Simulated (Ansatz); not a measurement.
The cluster Rh6⁺, relaxed as a doublet with UKS r2SCAN-D4/def2-SVP in Ansatz, starting from the GFN2-xTB geometry. Force threshold 0.02 eV/Å.

In the def2 sets Rh takes a core potential; there is no spin–orbit coupling. The charge 1 doublet is spin-contaminated (final ⟨S²⟩ up to 2.80, 0.75 for a pure state). The structure comes from a short search, and lower isomers may exist.

Start:

```xyz
6

Rh   -0.3430   -1.3296   -0.8510
Rh   -0.6309    0.2534    1.1289
Rh    1.7463    1.0012    0.7103
Rh   -2.1952    0.3059   -0.8339
Rh    0.1137    1.1307   -1.1474
Rh    1.3091   -1.3615    0.9931
```

Task: Estimate the energy that the relaxation releases and the steps that it takes.

Result: 0.09 eV, in 7 steps; 7.8 min on 4 threads of Arm Neoverse V1 on a shared host. No frequencies were taken in this run, so the end may be a saddle point.

Task: Does the start keep its bonding and symmetry?

Result: By distances, no bond broke or formed. The bond that changes most is Rh1–Rh5, from 2.52 to 2.40 Å (atoms count from 1). Point group Cs at the start, Cs at the end, both within 0.05 Å.

Task: Predict the relaxed structure.

Result: 
```tsv
atom	x (Å)	y (Å)	z (Å)
Rh1	-0.282	-1.285	-0.887
Rh2	-0.652	0.262	1.160
Rh3	1.712	0.990	0.699
Rh4	-2.210	0.314	-0.782
Rh5	0.153	1.061	-1.168
Rh6	1.279	-1.342	0.979
```
Bond lengths (bridged metal pairs left out): 11 × Rh–Rh 2.39 to 2.59 Å.
